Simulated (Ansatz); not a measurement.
`[SiH3][SeH]` and `[SiH3]S` differ in one element.

Ansatz, PBE0-D4/def2-TZVP geometries, multiplicity 1. 

Scalar relativity is left out up to krypton.

```
                                      property  `[SiH3][SeH]`
         LUMO energy (ωB97M-V/def2-TZVPP) / eV           1.60
           HOMO–LUMO gap (PBE/def2-TZVPP) / eV           5.01
            LUMO energy (PBE0/def2-TZVPP) / eV          -0.11
           LUMO energy (B3LYP/def2-TZVPP) / eV          -0.33
zero-point energy (PBE0-D4/def2-TZVP) / kJ/mol           85.8
          HOMO–LUMO gap (PBE0/def2-TZVPP) / eV           7.00
```

Q: Give the same properties after the change, and the shifts. (An estimate is asked.)

A: Ansatz gave: 
```
                                      property  `[SiH3]S`  shift
         LUMO energy (ωB97M-V/def2-TZVPP) / eV       1.76   0.16
           HOMO–LUMO gap (PBE/def2-TZVPP) / eV       5.53   0.52
            LUMO energy (PBE0/def2-TZVPP) / eV       0.09   0.20
           LUMO energy (B3LYP/def2-TZVPP) / eV      -0.15   0.18
zero-point energy (PBE0-D4/def2-TZVP) / kJ/mol       89.2    3.4
          HOMO–LUMO gap (PBE0/def2-TZVPP) / eV       7.60   0.60
```

With PBE0 the HOMO falls by 0.41 eV and the LUMO rises by 0.20 eV, so the gap widens by about 0.61 eV. PBE moves the HOMO by -0.33 eV and ωB97M-V by -0.45 eV.

B3LYP here is the variant with VWN-RPA as its local correlation; programs differ in this.

Spin–orbit coupling is left out; it splits and shifts lone-pair levels of the heavy atoms by tenths of an eV.
